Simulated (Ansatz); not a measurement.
The inner images of a band of CH5Ga + FH (9 atoms, charge 0, multiplicity 1) are given out of order.

All numbers below come from Ansatz 0.2.0, RKS PBE0-D4/def2-SVPD.

Initial state:

```xyz
9
Properties=species:S:1:pos:R:3
Ga 0.002 0.073 0.242
C 0.020 0.236 2.217
H -0.929 -0.080 2.679
H 0.849 -0.317 2.687
H 0.160 1.294 2.491
H 1.368 -0.028 -0.529
H -1.339 0.298 -0.545
F -0.280 -2.285 0.545
H -0.284 -2.365 1.468
```

Final state:

```xyz
9
Properties=species:S:1:pos:R:3
Ga -0.053 -0.419 -0.362
C -0.034 -0.191 2.554
H -0.951 -0.004 3.124
H 0.826 -0.281 3.228
H 0.143 0.671 1.892
H 1.424 0.040 -0.517
H -1.408 0.336 -0.481
F -0.234 -2.184 -0.192
H -0.146 -1.141 2.008
```

Q: Put them in order from the first end to the last, with their energies above the first end.
A.
```xyz
9
Properties=species:S:1:pos:R:3
Ga -0.011 0.065 0.208
C -0.003 0.174 2.193
H -0.976 -0.077 2.647
H 0.783 -0.443 2.662
H 0.221 1.209 2.494
H 1.360 0.003 -0.552
H -1.358 0.292 -0.565
F -0.250 -2.274 0.627
H -0.199 -2.122 1.541
```
B.
```xyz
9
Properties=species:S:1:pos:R:3
Ga -0.029 -0.141 0.093
C -0.043 -0.124 2.226
H -1.000 -0.179 2.763
H 0.766 -0.518 2.859
H 0.191 0.954 2.136
H 1.405 0.045 -0.479
H -1.407 0.295 -0.482
F -0.190 -2.129 0.650
H -0.127 -1.378 1.488
```
C.
```xyz
9
Properties=species:S:1:pos:R:3
Ga -0.056 -0.407 -0.257
C -0.032 -0.188 2.472
H -0.976 -0.075 3.015
H 0.804 -0.382 3.152
H 0.177 0.750 1.933
H 1.413 0.053 -0.476
H -1.417 0.326 -0.433
F -0.221 -2.169 0.016
H -0.125 -1.082 1.834
```
D.
```xyz
9
Properties=species:S:1:pos:R:3
Ga -0.022 0.026 0.181
C -0.020 0.085 2.183
H -0.992 -0.113 2.662
H 0.760 -0.506 2.696
H 0.231 1.132 2.416
H 1.367 0.016 -0.543
H -1.377 0.287 -0.557
F -0.227 -2.269 0.695
H -0.152 -1.832 1.522
```
E.
```xyz
9
Properties=species:S:1:pos:R:3
Ga -0.025 -0.044 0.154
C -0.031 -0.020 2.196
H -0.993 -0.151 2.715
H 0.763 -0.515 2.782
H 0.211 1.052 2.260
H 1.388 0.027 -0.507
H -1.395 0.290 -0.513
F -0.208 -2.212 0.705
H -0.141 -1.603 1.462
```
F.
```xyz
9
Properties=species:S:1:pos:R:3
Ga -0.041 -0.266 0.002
C -0.043 -0.183 2.288
H -1.002 -0.178 2.812
H 0.781 -0.511 2.925
H 0.189 0.880 2.053
H 1.406 0.054 -0.466
H -1.412 0.308 -0.457
F -0.194 -2.116 0.482
H -0.115 -1.163 1.616
```
G.
```xyz
9
Properties=species:S:1:pos:R:3
Ga -0.052 -0.364 -0.133
C -0.037 -0.188 2.386
H -0.995 -0.144 2.908
H 0.795 -0.466 3.038
H 0.185 0.812 1.975
H 1.409 0.059 -0.458
H -1.416 0.320 -0.432
F -0.206 -2.134 0.259
H -0.115 -1.068 1.713
```

A: A (+0.01 eV), D (+0.04 eV), E (+0.17 eV), B (+0.36 eV), F (-0.18 eV), G (-0.77 eV), C (-0.97 eV).

Run time: 100 s on 4 threads of Arm Neoverse V1, on a shared host, peak memory 0.32 GiB.
